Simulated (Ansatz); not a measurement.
The same path of CH₇NOSi₂ (12 atoms, charge 0, multiplicity 1) was run twice with different band settings. The coordinate that changes most is the dihedral H7–N1–C2–Si4.

Theory: RKS PBE0/6-31G in Ansatz.

Relaxed end points:

```xyz
12
Properties=species:S:1:pos:R:3
N -0.587 -0.693 2.372
C 0.075 -0.698 1.149
O -0.504 -1.544 -0.001
Si -0.538 0.217 -0.381
Si 0.850 0.994 -2.098
H -0.399 -1.449 3.013
H -1.524 -0.327 2.416
H 1.141 -0.893 1.236
H -1.911 0.823 -0.283
H 0.883 2.497 -2.063
H 2.239 0.467 -1.883
H 0.353 0.551 -3.445
```

```xyz
12
Properties=species:S:1:pos:R:3
N -0.588 -0.678 2.375
C 0.078 -0.686 1.155
O -0.489 -1.548 0.011
Si -0.540 0.208 -0.384
Si 0.846 0.983 -2.103
H -1.530 -0.322 2.412
H -0.393 -1.426 3.023
H 1.146 -0.870 1.246
H -1.919 0.803 -0.295
H 0.889 2.486 -2.062
H 2.232 0.445 -1.891
H 0.346 0.549 -3.453
```

Common settings: movable images 5; climbing image yes; spring 5.0 eV/Å²; start path IDPP; force threshold 0.05 eV/Å; iteration limit 60; end points relaxed.

| run | optimiser |
| --- | --- |
| 1 | quadratic models (default) |
| 2 | lbfgs |

What does each run give, and how far can it be trusted?

Run 1: converged after 8 iterations, highest image 0.185 eV above the first end. A vibrational analysis at the climbing image gives one clearly imaginary mode, 285i cm⁻¹: a first-order saddle point.
Run 2: converged after 53 iterations, highest image 0.189 eV above the first end. The order of the stationary point at the top wasn't checked.
Limits of this set-up: no polarisation functions.
